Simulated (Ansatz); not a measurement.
Isolated molecules relaxed with PBE0-D4/def2-TZVP in Ansatz; ΔE leaves out vibrations. CCSD(T)/CBS is the MP2 limit (def2-TZVPP, def2-QZVPP) plus CCSD(T) − MP2 in def2-TZVPP, frozen cores. This one scheme is used for every species. Functionals use def2-TZVPP. For Se outer-core shells are correlated without core-valence functions, which leaves a few kJ/mol of doubt a bond. Scalar relativity is left out up to krypton. Each species was taken in one conformer, which may not be the lowest.

`Cl[SiH2][SeH]` + H₂O → `O[SiH2][SeH]` + HCl  (formal hydrolysis of the Si–Cl bond)

`Cl[SiH2][SeH]`:

Z-matrix (Å, degrees):
```
Si
Se 1 2.271
Cl 1 2.048 2 106.0
H 1 1.481 2 111.7 3 -118.0
H 1 1.481 2 111.8 3 118.0
H 2 1.471 1 91.4 3 179.2
```

H₂O:

Z-matrix (Å, degrees):
```
O
H 1 0.960
H 1 0.960 2 105.1
```

`O[SiH2][SeH]`:

Z-matrix (Å, degrees):
```
Si
Se 1 2.282
O 1 1.641 2 113.4
H 1 1.477 2 107.8 3 116.2
H 1 1.484 2 106.6 3 -123.6
H 2 1.468 1 92.5 3 97.5
H 3 0.959 1 117.7 2 -46.2
```

HCl:

Cartesian coordinates in Å:
```
Cl -0.075 -0.629 -0.089
H 0.075 0.629 0.089
```

```csv
species,B97M-V energy (Eh)
`Cl[SiH2][SeH]`,-3152.51456
H₂O,-76.43622
`O[SiH2][SeH]`,-2768.25443
HCl,-460.69783
```

Question: Work out ΔE.

Answer: ΔE = (-2768.25443) + (-460.69783) − (-3152.51456) − (-76.43622) = -0.00148 Eh = -3.9 kJ/mol. CCSD(T)/CBS gives -0.2 kJ/mol.

Largest T1 diagnostic among the species: 0.010.

At CCSD(T), def2-SVP lies −5.5 kJ/mol from the extrapolated value and def2-TZVPP −5.9 kJ/mol. Leaving LDA and LC-ωPBE aside and taking each functional with its dispersion term where it has one, the values, not all of them listed here, spread over 12.3 kJ/mol, from CAM-B3LYP-D4 to revPBE-D4. LDA lies −6.4 kJ/mol from PBE without D4.
